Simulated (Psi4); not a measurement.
Complex: SiH4 (SMILES [SiH4]) (first 5 atoms) with CH3F (SMILES CF); geometry from B3LYP-D3(BJ)/def2-TZVP, rigid monomers moved along the line of their centres of mass till Si1···F7 is 3.62 Å.
(charge 0, multiplicity 1):
```csv
atom,x (Å),y (Å),z (Å)
Si,0.1615,0.1312,0.0392
H,-1.1606,0.4778,0.6067
H,1.1514,1.1778,0.3670
H,0.0327,0.0251,-1.4342
H,0.6023,-1.1777,0.5712
C,-0.5211,-0.7747,4.1493
F,0.3182,0.2182,3.6513
H,-0.1319,-1.7461,3.8436
H,-0.5407,-0.6988,5.2367
H,-1.5205,-0.6238,3.7406
```

These are SAPT0/jun-cc-pV(D+d)Z (Psi4 1.11) values and carry that method's errors.

Give the four SAPT terms and the total, and say what mostly holds the pair together.

electrostatics -0.71, exchange 0.49, induction -0.12, dispersion -0.53, total -0.88 kcal/mol; the largest attraction is electrostatics.
